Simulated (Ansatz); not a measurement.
Geometry optimisation, Ansatz 0.2.0, UKS PBE/def2-SVP.

Input:

```yaml
crystal:
  periodic: [false, false, false]
  atoms:
    - { symbol: W, position_ang: [0.0, 0.0, 0.0] }
    - { symbol: F, position_ang: [0.0, 0.0, 2.1] }
    - { symbol: F, position_ang: [1.85, 0.0, 0.0] }
    - { symbol: F, position_ang: [0.0, 1.85, 0.0] }
    - { symbol: F, position_ang: [-1.85, 0.0, 0.0] }
    - { symbol: F, position_ang: [0.0, -1.85, 0.0] }
    - { symbol: F, position_ang: [0.0, 0.0, -1.85] }
    - { symbol: Cl, position_ang: [0.0, 0.0, 3.9] }
magnetization:
  spin_polarized: true
  initial_magnetization: 1
basis:
  gaussian: { orbitals: def2-SVP }
hamiltonian:
  xc: pbe
relax:
  f_tol: 0.15
  max_steps: 25
  restrain:
    - { distance: [1, 7], at: 1.5, k: 30.0 }
    - { distance: [0, 1], at: 3.05, k: 30.0 }
```

Run as:

```bash
$ ansatz run input.yaml --threads 4 --pin off --max-ram 5120MiB --backend cpu --events-out ev --progress --plain --runs-dir out
```

Question: Where does it end, and by what steps?

Answer: The run converged. The restraints hold the end off the free minimum; the threshold counts their pulls, which the force column leaves out. Restrained pairs: F2–Cl8 (1.80 → 1.60 Å), W1–F2 (2.10 → 3.04 Å). After 13 steps the energy has risen by 1.001 eV (the restraints' own energy left out); F2 moved furthest, 0.77 Å. The start is strongly strained (largest force component 8 eV/Å), so its close contacts needn't be bonds.

| step | energy less start (eV) | largest force component (eV/Å) | accepted |
| --- | --- | --- | --- |
| 0 | 0.0000 | 8.138 | yes |
| 1 | 0.9435 | 3.871 | yes |
| 2 | 1.7532 | 5.684 | yes |
| 3 | 1.3622 | 3.620 | yes |
| 4 | 1.0984 | 2.238 | yes |
| 5 | 1.0642 | 2.576 | yes |
| 6 | 1.0371 | 2.464 | yes |
| 7 | 1.0392 | 3.034 | yes |
| 8 | 1.0244 | 2.884 | yes |
| 9 | 0.9490 | 1.919 | no |
| 10 | 0.9922 | 2.562 | yes |
| 11 | 0.9801 | 2.339 | yes |
| 12 | 0.9837 | 2.236 | yes |
| 13 | 1.0013 | 2.398 | yes |

```xyz
8
Properties=species:S:1:pos:R:3
W -0.028 0.028 -0.349
F 0.391 -0.390 2.634
F 1.833 0.191 -0.187
F -0.040 1.789 0.300
F -1.789 0.040 0.300
F -0.191 -1.834 -0.188
F 0.186 -0.186 -2.182
Cl -0.363 0.363 3.822
```

Time of the run: 91 s on 4 threads of Arm Neoverse V1, on a shared host, peak memory 0.4 GiB.
